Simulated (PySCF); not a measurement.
C₇H₆O.
Cartesian coordinates in Å at the GFN2-xTB level; atoms count from 1:
```
atom  x, y, z in Å
C1    -3.2714   -0.4831   -0.7682
C2    -1.8779   -0.2572   -0.4696
C3    -0.7170   -0.0766   -0.2080
C4     0.6389    0.1376    0.0898
C5     1.4125   -0.3653    1.1062
C6     2.7010    0.1838    0.9229
C7     2.6195    0.9738   -0.1832
O8     1.3806    0.9544   -0.6958
H9    -3.4175   -1.5015   -1.1287
H10   -3.8732   -0.3367    0.1287
H11   -3.6031    0.2152   -1.5360
H12    1.0922   -1.0363    1.8769
H13    3.5668    0.0138    1.5300
H14    3.3481    1.5776   -0.6873
```

NICS = −σ at a ghost point: NICS(0) at the centroid of the ring atoms, NICS(1) 1 Å to either side along the normal of their mean plane, zz for the tensor component along that normal. Level: GIAO PBE0/pcSseg-1 (PySCF, non-relativistic, gas phase) on the GFN2-xTB geometry, one conformer.

Ring bond lengths (Å), with Mayer bond orders in brackets: C4–C5 1.373 (1.50), C5–C6 1.413 (1.29), C6–C7 1.362 (1.59), C7–O8 1.341 (1.10), O8–C4 1.354 (1.03).

Give the NICS values of each ring in ppm.

```tsv
ring	type	NICS(0)	NICS(1), two faces	NICS(1)zz, two faces	rms pucker (Å)	centre to ring atoms, mean (Å)
C4–C5–C6–C7–O8	5-membered ring with O; formal bonds all aromatic	-12.2	-10.3 / -10.3	-26.0 / -26.0	0.00	1.16
```

What can be read from them?

- C4–C5–C6–C7–O8: mean NICS(1)zz -26.0 ppm, shielded, aromatic by this magnetic criterion (flat ring, no four-coordinate atom).

And the bond-length index? HOMA = 1 − mean of α(R − Ropt)² over the ring bonds, with Krygowski's 1993 parameters (CC: Ropt 1.388 Å, α 257.7 Å⁻²; CO: Ropt 1.265 Å, α 157.38 Å⁻²).

- C4–C5–C6–C7–O8: HOMA 0.49; the largest term is that of O8–C4, α(R − Ropt)² = 1.26.

What field does 1 T along the ring normal induce along that normal at the first NICS(1) probe listed for ring C4–C5–C6–C7–O8, 1 Å off the ring?

NICSzz × B0 = -26.0 ppm × 1 T = -26 μT, against the applied field.
